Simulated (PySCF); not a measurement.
Computed shifts of a molecule C5H5F, PySCF with PBE0/pcSseg-1, GIAO, gas phase, atoms alike by connectivity averaged where their shifts nearly agree, in ppm (number of nuclei): ¹³C: 226.5 (1), 167.1 (1), 111.7 (1), 92.1 (1), 85.8 (1). ¹⁹F: -121.1 (1). ¹H: 7.53 (1), 5.84 (1), 5.64 (2), 5.62 (1). References: ¹³C against TMS (σ = 186.3 ppm); ¹⁹F against CFCl3 (σ = 167.2 ppm); ¹H against TMS (σ = 31.56 ppm), references at their B3LYP-D3(BJ)/def2-TZVP geometries, non-relativistic. Geometry optimised at B3LYP-D3(BJ)/def2-SVP. Other conformers were not sampled.

Problem. Identify the compound among the candidates.
A) C=C=C/C=C/F
B) FC1C=CC=C1
C) C#CC1(F)CC1
D) C=C=C(F)C=C

Solution. A, C=C=C/C=C/F
